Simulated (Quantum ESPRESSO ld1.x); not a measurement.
Species: the sulfur ion S7+. Configuration: [He] 2s2 2p5. Method: scalar-relativistic Kohn-Sham, BLYP, spin-unpolarised, spherical densities, point nucleus; computed with ld1.x of Quantum ESPRESSO 7.5.

Normalised radial functions P(r) = r R(r), r in bohr:

r	1s	2s
0.003453	0.4160	0.1188
0.004217	0.5013	0.1431
0.005151	0.6023	0.1719
0.006291	0.7214	0.2058
0.007623	0.8545	0.2437
0.009311	1.0145	0.2890
0.01137	1.1972	0.3406
0.01378	1.3941	0.3958
0.01683	1.6195	0.4584
0.02056	1.8614	0.5244
0.02511	2.1117	0.5906
0.03042	2.3483	0.6498
0.03716	2.5740	0.6999
0.04538	2.7565	0.7287
0.05543	2.8695	0.7239
0.06717	2.8879	0.6745
0.08204	2.7915	0.5626
0.1002	2.5666	0.3774
0.1224	2.2209	0.1141
0.1483	1.8043	-0.2051
0.1811	1.3328	-0.5829
0.2212	0.8853	-0.9637
0.268	0.5299	-1.2773
0.3274	0.2667	-1.4884
0.3999	0.1114	-1.5346
0.4884	0.0371	-1.4043
0.5918	0.0100	-1.1453
0.7228	0.0018	-0.8070
0.8829	0.0002	-0.4838
1.078	0.0000	-0.2401
1.307	0.0000	-0.0995
1.596	0.0000	-0.0305

1s: eigenvalue -2578.5 eV, 0 radial nodes, <r> = 0.0968 bohr, 90 % of the charge inside 0.173 bohr. 2s: eigenvalue -359.84 eV, 1 radial node at r = 0.132 bohr, <r> = 0.463 bohr, 90 % of the charge inside 0.720 bohr.
